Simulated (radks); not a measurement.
Q: Valence configurations of Ba (all share [Xe]). Method: Dirac Kohn-Sham, PBE, spin-unpolarised, spherical densities, finite nucleus; open shells are shared between the two j in proportion to 2j + 1; Fermi nuclear charge, rms radius 4.8378 fm; computed with a radial shooting solver on a logarithmic mesh with Libxc functionals. Order these by energy: 6s1 6p1; 4f2; 4f1 6s0.5 6p0.5; 6s2; 6s1.5 6p0.5; 5d0.5 6s1.5; 4f0.5 6s1.5; 5d1 6s1; 4f1 6s1.

A: From the lowest, in eV above it: 6s2 0.000; 5d0.5 6s1.5 0.639; 6s1.5 6p0.5 1.001; 5d1 6s1 1.333; 4f0.5 6s1.5 1.936; 6s1 6p1 2.023; 4f1 6s1 4.181; 4f1 6s0.5 6p0.5 5.319; 4f2 8.874. NIST lists [Xe] 6s2 as the ground configuration; this level of theory agrees among the configurations tried. The energies are those of spherical spin-averaged densities, not of single terms.
